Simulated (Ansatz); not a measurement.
`CC[Te]B(O)O`, relaxed with RKS PBE0-D4/def2-TZVP in Ansatz from a GFN2-xTB geometry. The force threshold is 0.005 eV/Å; the program also tests the step.

Total charge 0; spin multiplicity 1. Te takes the def2 core potential.

Start:

```xyz
13

C     1.473   -0.777   -0.796
C     0.295   -1.453   -0.122
Te   -1.641   -0.631   -0.742
B    -1.394    1.205    0.403
O    -0.365    1.495    1.232
O    -2.381    2.109    0.249
H     1.476    0.297   -0.612
H     2.413   -1.188   -0.426
H     1.434   -0.932   -1.871
H     0.368   -1.370    0.961
H     0.280   -2.509   -0.371
H     0.321    0.837    1.338
H    -2.280    2.918    0.756
```

```tsv
step	energy (eV)	largest force (eV/Å)	largest move (Å)
1	-14250.6655	0.494	0.000
2	-14250.6872	0.357	0.080
3	-14250.6965	0.215	0.030
4	-14250.6991	0.229	0.024
5	-14250.7009	0.073	0.024
6	-14250.7017	0.017	0.014
7	-14250.7018	0.006	0.010
8	-14250.7018	0.003	0.003
```

End:

```xyz
13

C     1.501   -0.795   -0.800
C     0.309   -1.433   -0.117
Te   -1.598   -0.628   -0.729
B    -1.424    1.225    0.402
O    -0.380    1.521    1.227
O    -2.434    2.118    0.260
H     1.562    0.278   -0.604
H     2.435   -1.253   -0.458
H     1.442   -0.917   -1.883
H     0.359   -1.359    0.972
H     0.239   -2.497   -0.350
H     0.288    0.835    1.285
H    -2.299    2.907    0.796
```

Run time 32 s (2 threads of an AMD EPYC 7R13 on a shared host and a share of an NVIDIA H100 80 GB); peak host memory 0.88 GiB.
